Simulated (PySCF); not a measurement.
A structure optimised at PBE-D3(BJ)/def2-SVP, used in a PySCF frequency run:

```xyz
12

Al    -0.1273     0.7819     0.0000
C      0.8081     2.5013     0.0000
H      1.9077     2.3570     0.0000
H      0.5466     3.1064    -0.8935
H      0.5466     3.1064     0.8935
O     -1.8426     0.5733     0.0000
H     -2.4799     1.3033     0.0000
S      0.9705    -1.1129     0.0000
C     -0.4113    -2.3398     0.0000
H     -1.3965    -1.8373     0.0000
H     -0.3190    -2.9747    -0.9015
H     -0.3190    -2.9747     0.9015
```
Charge 0, spin multiplicity 1.

Problem. Write its SMILES, formula and point group.

Solution. C[S][Al]([CH3])[OH], C2H7AlOS, Cs

Problem. What are its rotational constants (standard atomic weights)?

Solution. 4.5897, 1.9882, 1.4124 GHz
